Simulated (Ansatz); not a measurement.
Cartesian coordinates in Å:
```
C -0.133 2.097 0.186
C -0.111 0.597 0.395
S 0.262 -0.238 -1.187
Si 0.213 -2.256 -0.529
H 0.834 2.457 -0.173
H -0.358 2.605 1.127
H -0.893 2.380 -0.545
H -1.079 0.243 0.758
H 0.651 0.319 1.127
H 0.498 -3.094 -1.719
H 1.234 -2.504 0.525
H -1.119 -2.606 0.034
```

Total charge 0; spin multiplicity 1.

(1) List the PBE0/def2-TZVPP orbital energies in eV (Ansatz). (Estimate.)

Results:

(1) Computed: Occupied: -2422.09, -1802.89, -279.25, -278.22, -217.43, -161.27, -161.19, -161.07, -145.19, -99.87, -99.83, -99.83, -22.55, -19.73, -16.97, -14.80, -13.12, -12.32, -11.27, -10.48, -10.22, -9.82, -9.42, -8.66, -6.90. Lowest empty: 0.21, 0.71, 1.30, 1.43, 1.47, 2.22, 2.66, 2.81.
